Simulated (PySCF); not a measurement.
# Sn: excitation energy

Sn [Kr] 4d10 5s2 5p2 (3P) → Sn [Kr] 4d10 5s1 5p3 (5S), as a difference of total energies. Computed with PySCF 2.14 in x2c-QZVPPall with one added diffuse shell each of s, p, d, f type (14s10p8d5f1g, 128 functions), with scalar relativity by spin-free X2C-1e. Correlated levels: valence: [Kr] 4d10 frozen; valence and next inner shell: [Ar] 3d10 frozen. The calculations carry no spin-orbit coupling.

```tsv
method	excitation energy (eV)	error (eV)
UHF	2.968	-1.639
LDA	5.353	+0.746
PBE	5.119	+0.512
PBE0	4.723	+0.116
r2SCAN	4.478	-0.129
wB97X-V	4.923	+0.316
TPSSh	4.798	+0.191
r2SCANh	4.410	-0.197
MP2 (valence)	3.783	-0.824
SCS-MP2 (valence)	4.145	-0.462
MP2 (valence and next inner shell)	4.629	+0.022
SCS-MP2 (valence and next inner shell)	4.853	+0.246
```

Reference: 4.607 eV (measured; NIST levels, between the centres of gravity of the two terms).

Errors of the correlated levels include the incompleteness of this basis and the frozen core.
